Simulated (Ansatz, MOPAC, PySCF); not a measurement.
Lewis adduct: BH3 (SMILES B) (first 4 atoms) with CHN (SMILES C#N); geometry from B3LYP-D3(BJ)/def2-TZVP, rigid monomers moved along the line of their centres of mass till B1···N6 is 1.77 Å.
(charge 0, multiplicity 1):
```xyz
7

B     -0.0969     0.0482     0.7696
H      0.6659     0.9271     0.4507
H      0.2039    -1.0311     0.3220
H     -1.2557     0.3333     0.5912
C      0.1943    -0.2104     3.6580
N      0.0803    -0.1092     2.5274
H      0.3007    -0.3049     4.7140
```

Monomers are frozen at their geometry in the pair; levels with a basis set take the counterpoise correction. Rows marked so take none.

Rows in 6-31G* carry no dispersion term and start afresh at each structure (6-31G* with six Cartesian d functions). The state that AM1, PM3 reach isn't checked.

Codes used: Ansatz (a first-principles code); MOPAC for AM1, PM3 (differences of heats of formation); PySCF for 6-31G* rows. 

Problem. One of these levels gives -1122.9 meV for the interaction energy. Name it.
(A) AM1
(B) HF/aug-cc-pVDZ
(C) PM3
(D) HF/6-31G* (no counterpoise)

Solution. A, AM1. The others give -2782.9 (PM3), -866.2 (HF/6-31G* (no counterpoise)), -768.1 (HF/aug-cc-pVDZ)
